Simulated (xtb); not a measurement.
xtb input (GFN2-xTB):

```bash
xtb mol.xyz --gfn 2 --ohess tight --chrg 1 --uhf 0
```
mol.xyz:
```
4

H     -0.03565425    -0.00740978    -2.13174217
Si     0.01470392     0.01705395    -0.63117787
N      0.00669903    -0.01566643     0.90403563
H      0.02482098     0.03676474     1.91751677
```

End of the output:

```
    mode    ω/cm⁻¹     T·S(HO)/kcal·mol⁻¹    T·S(FR)/kcal·mol⁻¹   T·S(vib)
   ------------------------------------------------------------------------
   ------------------------------------------------------------------------
Note: The following floating-point exceptions are signalling: IEEE_UNDERFLOW_FLAG IEEE_DENORMAL
normal termination of xtb

   temp. (K)  partition function   enthalpy   heat capacity  entropy
                                   cal/mol     cal/K/mol   cal/K/mol   J/K/mol
 298.15  VIB   1.22                  335.008      3.349      1.521
         ROT  0.142E+04              888.752      2.981     17.399
         INT  0.173E+04             1223.760      6.329     18.920
         TR   0.283E+27             1481.254      4.968     37.261
         TOT                        2705.0139    11.2976    56.1816   235.0638

       T/K    H(0)-H(T)+PV         H(T)/Eh          T*S/Eh         G(T)/Eh
   ------------------------------------------------------------------------
    298.15    0.431071E-02    0.245270E-01    0.266937E-01   -0.216674E-02
   ------------------------------------------------------------------------

         :::::::::::::::::::::::::::::::::::::::::::::::::::::
         ::                  THERMODYNAMIC                  ::
         :::::::::::::::::::::::::::::::::::::::::::::::::::::
         :: total free energy          -5.203013520933 Eh   ::
         ::.................................................::
         :: total energy               -5.200846785579 Eh   ::
         :: zero point energy           0.020216237991 Eh   ::
         :: G(RRHO) w/o ZPVE           -0.022382973346 Eh   ::
         :: G(RRHO) contrib.           -0.002166735355 Eh   ::
         :::::::::::::::::::::::::::::::::::::::::::::::::::::

optimized geometry written to: xtbopt.xyz

           -------------------------------------------------
          | TOTAL ENERGY               -5.200846785579 Eh   |
          | TOTAL ENTHALPY             -5.176319833601 Eh   |
          | TOTAL FREE ENERGY          -5.203013520933 Eh   |
          | GRADIENT NORM               0.000085723447 Eh/α |
          | HOMO-LUMO GAP               4.008778533941 eV   |
           -------------------------------------------------

------------------------------------------------------------------------
------------------------------------------------------------------------
 total:
 SCF:
 ANC optimizer:
 analytical hessian:
```

It need not be the lowest isomer of its formula.
